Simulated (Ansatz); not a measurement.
Input file for Ansatz (a program for electronic structure): R-CCSD(T)/cc-pV(D+d)Z on C2H7Al (SMILES [CH3][AlH][CH3]), a point of a torsion scan. Files ending in .json are basis or fitting sets from the Basis Set Exchange.

Ansatz 0.2 input:
```yaml
crystal:
  periodic: [false, false, false]
  atoms:
    - {symbol: C, position_ang: [1.72041399, 0.37772935, -0.22983025]}
    - {symbol: Al, position_ang: [0.23691398, -0.37086684, 0.86486594]}
    - {symbol: C, position_ang: [0.21239006, -2.04371787, 1.94212217]}
    - {symbol: H, position_ang: [2.04658098, -0.29171770, -1.03457417]}
    - {symbol: H, position_ang: [1.41497075, 1.31638029, -0.70910657]}
    - {symbol: H, position_ang: [2.62018618, 0.60458497, 0.35412641]}
    - {symbol: H, position_ang: [-1.07583418, 0.45993003, 0.87980140]}
    - {symbol: H, position_ang: [0.91350131, -2.02884995, 2.78485092]}
    - {symbol: H, position_ang: [-0.78332869, -2.21635197, 2.36971045]}
    - {symbol: H, position_ang: [0.46240378, -2.93860413, 1.35997818]}
basis:
  gaussian:
    orbitals: cc-pV_D+d_Z.json
magnetization: {spin_polarized: false}
correlation: {method: ccsd_t, electrons: outside_noble_gas}
scf: {lower_state_search: off}
```

Program output:

```
Functional definition: HF
[...]
these checks for a lower state are left out or cut short: stability, starts, cluster_reference, orbital_swaps, neighbouring_geometries, increment
integrals: 0.08 GiB planned
811 factors; integrals over basis functions are off by at most 9.7e-4 eV
mean field: 0.16 GiB planned
mean field evaluation 1: about -8752.2247 eV, gradient 3.0e1 eV
mean field evaluation 2: about -8752.2250 eV, gradient 3.0e1 eV
mean field evaluation 4: about -8754.7410 eV, gradient 2.3e0 eV
mean field evaluation 8: about -8754.7667 eV, gradient 3.1e-4 eV
mean field -8754.76672866 eV, -321.7317430841 hartree, gradient 1.3e-6 eV, S^2 0.000000; 0 other end points of the search recorded, 0 dependent functions left out
7 core orbitals not correlated
reference -8754.76672866 eV, -321.7317430841 hartree; 9, 9 occupied and 70, 70 virtual orbitals, 811 factors
second order -9.93636784 eV of doubles, -0.00000000 eV of singles
coupled cluster: 0.23 GiB planned
cycle   1  -10.89083604 eV  change   -9.5e-1 eV  update   6.8e-2
cycle   2  -11.22279231 eV  change   -3.3e-1 eV  update   2.1e-2
cycle   3  -11.25290432 eV  change   -3.0e-2 eV  update   6.0e-3
cycle   4  -11.25280909 eV  change    9.5e-5 eV  update   1.8e-3
cycle   5  -11.25254904 eV  change    2.6e-4 eV  update   5.2e-4
cycle   6  -11.25246750 eV  change    8.2e-5 eV  update   1.5e-4
cycle   7  -11.25245799 eV  change    9.5e-6 eV  update   4.0e-5
cycle   8  -11.25245792 eV  change    6.9e-8 eV  update   1.3e-5
perturbative correction -0.28631470 eV, -0.0105218713 hartree
Total energy: -8766.30550128 eV, -322.1557851569 hartree
Checks for a lower state left out: stability, starts, cluster_reference, orbital_swaps, neighbouring_geometries, increment
```

The run converged.

Cost: about 3 core-seconds (a rough figure).
